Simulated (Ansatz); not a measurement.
**Energy profile**

The step: SiN₂H₆S ([NH2][SiH]([NH2])[SH]) → SiN₂H₄S ([NH2][Si]([NH2])[S]) + H₂; bonds formed: H2–H4; bonds broken: Si1–H2, S3–H4 (atoms numbered as in the saddle structure below).

Si1  (-0.281, 0.085, -0.174)
H2  (0.584, -0.725, -1.400)
S3  (-1.792, 0.429, -1.465)
H4  (-0.299, -0.419, -1.817)
N5  (0.748, 1.328, 0.313)
N6  (-0.431, -1.057, 1.057)
H7  (0.836, 2.159, -0.246)
H8  (1.485, 1.226, 0.990)
H9  (0.269, -1.238, 1.756)
H10  (-1.117, -1.789, 0.985)
(Å)

Electronic energies by CCSD(T) at an estimated basis limit (MP2 extrapolated from triple and quadruple zeta, plus CCSD(T) − MP2 in triple zeta), on PBE0-D4/def2-TZVP structures; SiN2H6S, singlet; no counterpoise correction. Computed with Ansatz 0.2.0 (basis: def2-TZVPP and def2-QZVPP); correlated methods freeze the cores. Extrapolation: Hartree–Fock as exp(−7.88 √X), correlation as X^−2.97.

Give the profile in kcal/mol, counted from the start structure. (To be estimated.)

By the calculation:
```tsv
point	kcal/mol
start structure	0.00
saddle	43.96
end structure	17.53
separated: SiN2H4S (linked as [NH2][Si]([NH2])[S]; Si1, S3, N5, N6, H7, H8, H9, H10; singlet) + H2 (H2, H4; singlet)	18.23
```

No T1 diagnostic of these runs exceeds 0.013.

For scale, one of the runs: CCSD(T)/def2-TZVPP, 230 basis functions (an equivalent command: `ansatz run in.yaml --threads 4`). The run took 63 s on 4 CPU threads (shared host), with 3.7 GiB of host memory at its peak.
